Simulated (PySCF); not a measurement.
CH$_{3}$ClGa, charge +1, singlet, geometry from GFN2-xTB (such geometries of metal compounds can be far from the true shape). Base run: PBE0/6-31G** run with PySCF.

PySCF was given this input:
```python
from pyscf import gto, scf, dft

mol = gto.M(
    atom='''
Ga   -0.02949605    0.21092034   -0.17180108
C    -0.25182895    1.80077869   -1.46678940
H    -1.09263920    2.40726386   -1.11189005
H    -0.45232670    1.39490913   -2.46469233
H     0.68104669    2.37554123   -1.45535510
Cl    0.19348649   -1.38358335    1.12697102
''',
    basis='6-31g**',
    charge=1,
    verbose=3,
)

mf = dft.RKS(mol)
mf.xc = 'pbe0'
mf.kernel()
mf.analyze()
```

Variants of this job, named by their change:

```json
[
 {"change": "base", "basis functions": "79", "E (Eh)": "-2423.97947", "HOMO (eV)": "-15.23", "HOMO-LUMO gap (eV)": "7.36"},
 {"change": "basis = cc-pVTZ-DK; relativity = spin-free X2C", "basis functions": "149", "E (Eh)": "-2444.77079", "HOMO (eV)": "-15.17", "HOMO-LUMO gap (eV)": "7.33"},
 {"change": "basis = x2c-SVPall; relativity = spin-free X2C; nucleus = Gaussian (with nucmod='G')", "basis functions": "79", "E (Eh)": "-2444.18816", "HOMO (eV)": "-15.21", "HOMO-LUMO gap (eV)": "7.33"},
 {"change": "basis = ANO-RCC-VDZP; relativity = spin-free X2C", "basis functions": "74", "E (Eh)": "-2444.75680", "HOMO (eV)": "-15.18", "HOMO-LUMO gap (eV)": "7.32"},
 {"change": "basis = x2c-SVPall; relativity = spin-free X2C", "basis functions": "79", "E (Eh)": "-2444.19719", "HOMO (eV)": "-15.21", "HOMO-LUMO gap (eV)": "7.33"},
 {"change": "basis = x2c-SVPall; relativity = none", "basis functions": "79", "E (Eh)": "-2416.62113", "HOMO (eV)": "-15.28", "HOMO-LUMO gap (eV)": "7.56"},
 {"change": "basis = ANO-RCC-VDZP; relativity = spin-free X2C; nucleus = Gaussian (with nucmod='G')", "basis functions": "74", "E (Eh)": "-2444.74529", "HOMO (eV)": "-15.18", "HOMO-LUMO gap (eV)": "7.32"},
 {"change": "basis = cc-pVTZ-DK; relativity = spin-free X2C; nucleus = Gaussian (with nucmod='G')", "basis functions": "149", "E (Eh)": "-2444.75949", "HOMO (eV)": "-15.17", "HOMO-LUMO gap (eV)": "7.33"},
 {"change": "basis = cc-pVTZ-DK; relativity = none", "basis functions": "149", "E (Eh)": "-2413.03347", "HOMO (eV)": "-15.21", "HOMO-LUMO gap (eV)": "7.51"},
 {"change": "basis = ANO-RCC-VDZP; relativity = none", "basis functions": "74", "E (Eh)": "-2412.87138", "HOMO (eV)": "-15.25", "HOMO-LUMO gap (eV)": "7.46"}
]
```

Total energies compare only within one method and basis.

Basis sets contracted for a relativistic Hamiltonian are a mismatch without it, so the rows without relativity aren't non-relativistic limits. No row has spin-orbit coupling; sets with core potentials leave out the core electrons.
